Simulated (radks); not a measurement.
Task: The rubidium ion Rb+ is in [Kr]. Method: Dirac Kohn-Sham, relativistic LDA (MacDonald-Vosko exchange, VWN5 correlation), spin-unpolarised, spherical densities, finite nucleus; Fermi nuclear charge, rms radius of each element as measured or else 0.836 A^(1/3) + 0.57 fm; computed with a radial shooting solver on a logarithmic mesh with Libxc functionals. Sub-shells are occupied by j as written (lower j first in brackets). One electron is removed from 3d5/2, 4p1/2, 4s1/2, 4p3/2 in turn, with full relaxation. Which removal costs least, and what does each cost?

Result: 4p3/2 27.428 eV; 4p1/2 28.427 eV; 4s1/2 44.380 eV; 3d5/2 123.70 eV. The 4p3/2 electron leaves first.
